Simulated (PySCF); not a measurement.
Isomers of C6H15Al, from PBE0-D3(BJ)/def2-SVP geometry optimisation, gas phase in PySCF. One conformer each, no zero-point energy, no frequencies.

Task: Which isomer lies lower at this level?
A. AlMe2(tBu) (`[CH3][Al]([C](C)(C)C)[CH3]`): A = 2389, B = 1539, C = 1193 MHz, dipole 0.28 D
B. `[CH3:1][CH2:2][Al:3]([CH2:4][CH3:5])[CH2:6][CH3:7]` with C1–C2–Al3–C4 -139°, C2–Al3–C4–C5 -178°, C2–Al3–C6–C7 44° (triethylaluminum): A = 2213, B = 1276, C = 874.0 MHz, dipole 0.15 D

Result: A. That is `[C](C)(C)([Al]([CH3])[CH3])C` (AlMe2(tBu)), 6.3 kcal/mol below the other.

```csv
SMILES,mapped SMILES,E (Eh),relative (kcal/mol),relative (kJ/mol),dipole (D)
[CH3][Al]([CH3])[C](C)(C)C,–,-479.46668,0.0,0.0,0.28
C[CH2][Al]([CH2]C)[CH2]C,[CH3:1][CH2:2][Al:3]([CH2:4][CH3:5])[CH2:6][CH3:7],-479.45670,6.3,26.2,0.15
```
